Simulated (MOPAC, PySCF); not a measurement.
H₃In, SMILES `[InH3]`, neutral singlet in the gas phase. 

Z-matrix (Å, degrees):
```
In
H 1 1.7306
H 1 1.7306 2 120.00
H 1 1.7306 2 120.00 3 180.00
```
Charge 0, spin multiplicity 1.

All levels are single points at this geometry (B3LYP-D3(BJ)/def2-TZVP); Pople sets use spherical d functions. Orbital energies aren't observables, and empty levels follow the basis.

| level | HOMO (eV) | LUMO (eV) | gap (eV) | dipole (D) | vertical IE, Delta-SCF (eV) |
|---|---|---|---|---|---|
| B3LYP-D3(BJ)/def2-TZVP in PySCF | -8.00 | -2.20 | 5.80 | 0.00 | – |
| PBE-D3(BJ)/def2-TZVP in PySCF | -6.99 | -2.65 | 4.34 | 0.00 | – |
| B3LYP/6-311+G** (LANL2DZ on In) in PySCF | -8.04 | -2.00 | 6.03 | 0.00 | – |
| BP86/6-31G* (LANL2DZ on In) in PySCF | -7.28 | -2.66 | 4.62 | 0.00 | – |
| M06-2X/6-31G* (LANL2DZ on In) in PySCF | -9.33 | -1.38 | 7.96 | 0.00 | – |
| PBE/6-31G* (LANL2DZ on In) in PySCF | -7.16 | -2.62 | 4.54 | 0.00 | – |
| SVWN5/6-31G* (LANL2DZ on In) in PySCF | -7.12 | -2.71 | 4.41 | 0.00 | – |
| AM1 in MOPAC | -10.78 | -2.00 | 8.79 | 0.00 | – |
| PM6 in MOPAC | -11.37 | 2.72 | 14.09 | 0.00 | – |
